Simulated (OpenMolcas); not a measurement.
# Mn4+: ligand-field states by method

Mn4+ with 6 ligands (fluoride) in octahedral coordination (Oh) at 1.74 Å. A charge of +0.333 e stands 3.2 Å behind each ligand. Ligand basis ANO-RCC-VDZP.
```
Mn    0.0000    0.0000    0.0000
F     1.7400    0.0000    0.0000
F     0.0000    1.7400    0.0000
F    -1.7400    0.0000    0.0000
F     0.0000   -1.7400    0.0000
F     0.0000    0.0000    1.7400
F     0.0000    0.0000   -1.7400
```

| Quantity | Value |
| --- | --- |
| Program | OpenMolcas |
| Basis | ANO-RCC-VTZP [6s5p3d2f1g] |
| Scalar Hamiltonian | DKH2, point nucleus |
| Active space | 3 electrons in 5 orbitals (3d) |
| State averaging | 2S+1 = 4 even, 10 roots; 2S+1 = 2 even, 40 roots |
| Spin-orbit coupling | RASSI with atomic mean-field integrals over the reference wave functions |

I. CASSCF
II. SS-CASPT2, IPEA 0.25 Eh, imaginary shift 0.1 Eh (closed shells correlated: 3s 3p and the ligand valence shells)
III. SS-CASPT2, IPEA 0 Eh, imaginary shift 0.1 Eh (closed shells correlated: 3s 3p and the ligand valence shells)

Spin-free states (labels of O, the rotations of Oh) in cm-1, each column counted from its own energy of the first state listed:

| State | Degeneracy | I | II | III |
| --- | --- | --- | --- | --- |
| 4A2 | 1 | 0 | 0 | 0 |
| 2E | 2 | 21169 | 14510 | 14290 |
| 2T1 | 3 | 22262 | 15130 | 15050 |
| 4T2 | 3 | 24105 | 28810 | 28470 |
| 2T2 | 3 | 31618 | 23470 | 22860 |
| 4T1 | 3 | 34636 | 36700 | 35760 |
| 2A1 | 1 | 41124 | 37960 | 35760 |
| 2T2 | 3 | 43509 | 41620 | 40550 |
| 2T1 | 3 | 44957 | 42780 | 41730 |
| 2E | 2 | 47488 | 43390 | 41670 |
| 2T1 | 3 | 51465 | 47680 | 46220 |
| 4T1 | 3 | 54139 | 60110 | 59060 |
| 2T2 | 3 | 59860 | 53880 | 52560 |
| 2A2 | 1 | 62385 | 54060 | 51530 |
| 2T1 | 3 | 67578 | 71140 | 70130 |
| 2T2 | 3 | 69699 | 71560 | 71680 |
| 2E | 2 | 74555 | 67730 | 65500 |
| 2T1 | 3 | 77924 | 77290 | 75370 |
| 2T2 | 3 | 98619 | 94230 | 94330 |
| 2E | 2 | 100600 | 104350 | 104410 |

From I to II, I's first state of the same spin (4T2) moves from 24105 to 28810 cm-1, by about +4700 cm-1.

From I to II, I's first state of another spin (2E) moves from 21169 to 14510 cm-1, by about -6700 cm-1.

I: A least-squares ligand-field fit to the states below 45000 cm-1, each weighted by its degeneracy and with a free common offset, gives 10Dq = 23082 cm-1, B = 1136 cm-1 and C = 4089 cm-1 (C/B = 3.60), with an rms deviation of 339 cm-1. The same method and metal basis give the free ion B = 1320 cm-1 (fit to its terms below 60000 cm-1, rms deviation 46 cm-1), so the nephelauxetic ratio is β = 1136 / 1320 = 0.86; it hangs on how both fits weigh the states, and computed free-ion B values tend to be too large, so β mixes covalency with correlation.

II: A least-squares ligand-field fit to the states below 45000 cm-1, each weighted by its degeneracy and with a free common offset, gives 10Dq = 27418 cm-1, B = 816 cm-1 and C = 2607 cm-1 (C/B = 3.20), with an rms deviation of 535 cm-1. The same method and metal basis give the free ion B = 1147 cm-1 (fit to its terms below 60000 cm-1, rms deviation 627 cm-1), so the nephelauxetic ratio is β = 816 / 1147 = 0.71; it hangs on how both fits weigh the states, and computed free-ion B values tend to be too large, so β mixes covalency with correlation.

From I to II, 10Dq changes by +19 %, B by -28 % and C by -36 %.

χT at 300 K: I 1.84, II 1.84, III 1.84 cm3 K/mol.

Roots that are degenerate in the reference are averaged as groups; the widest CASPT2 spread within a group is 1100 cm-1 (the 3-fold group of multiplicity 2 near 94300 cm-1 above the lowest state of its run, III). Shifts and gaps below about the spread of the groups concerned are not significant. Over all roots computed the reference weight is 0.69 to 0.70 in II, 0.67 to 0.69 in III; a low but even weight reflects the number of correlated electrons. The least metal-like active orbital is 80 % on the metal (Löwdin) and no ligand orbital is active, so the numbers are rough. Ligand-to-metal charge-transfer states are missing. With no ligand orbital active B as a rule stays too high, so bands that hang on it stand too high and its fall with covalency is understated. Without dynamic correlation the repulsion within the d shell is too large (B by tens of per cent), so at a given field states of lower spin stand too high (holds for I). With metal d orbitals alone and no dynamic correlation the field as a rule comes out too small, by tens of per cent, by up to half for chloride and softer ligands (holds for I). With one d shell and no ligand orbital active, 10Dq can be off by a tenth or more (holds for II; III). These CASPT2 states fit no ligand-field parameters well, so their order and spin gaps are uncertain (holds for III). The distance lies 5 % under the 1.84 Å that this model takes as the normal distance (a Shannon-type radius plus a fixed donor radius); by an R⁻⁵ law this alone changes a d-shell field by about +32 %. No measured value stands beside these numbers; the geometry is a model, was not optimised and need not be the one that this ion takes.
